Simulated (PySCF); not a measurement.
C₂H₃ClF₂Si, SMILES C(/[Si@@H](Cl)F)=C/F. Coordinates come from a PBE0-D3(BJ)/def2-SVP optimisation. The structure was generated by enumeration; whether it is a known compound was not checked. One conformer was computed; it need not be the lowest.

Computed equilibrium geometry at PBE0-D3(BJ)/def2-SVP (PySCF confirms it by a frequency run) as bond lengths and angles (one conformer of several):
Atoms: F1 C2 C3 Si4 F5 Cl6 H7 H8 H9. Bonds (Å): F1–C2 1.327, C2–C3 1.332, C2–H7 1.096, C3–Si4 1.845, C3–H8 1.094, Si4–F5 1.620, Si4–Cl6 2.056, Si4–H9 1.477. Angles (°): F1–C2–C3 122.8, F1–C2–H7 111.7, C3–C2–H7 125.5, C2–C3–Si4 124.3, C2–C3–H8 116.2, Si4–C3–H8 119.5, C3–Si4–F5 109.9, C3–Si4–Cl6 108.0, C3–Si4–H9 114.5, F5–Si4–Cl6 106.7, F5–Si4–H9 107.9, Cl6–Si4–H9 109.6.
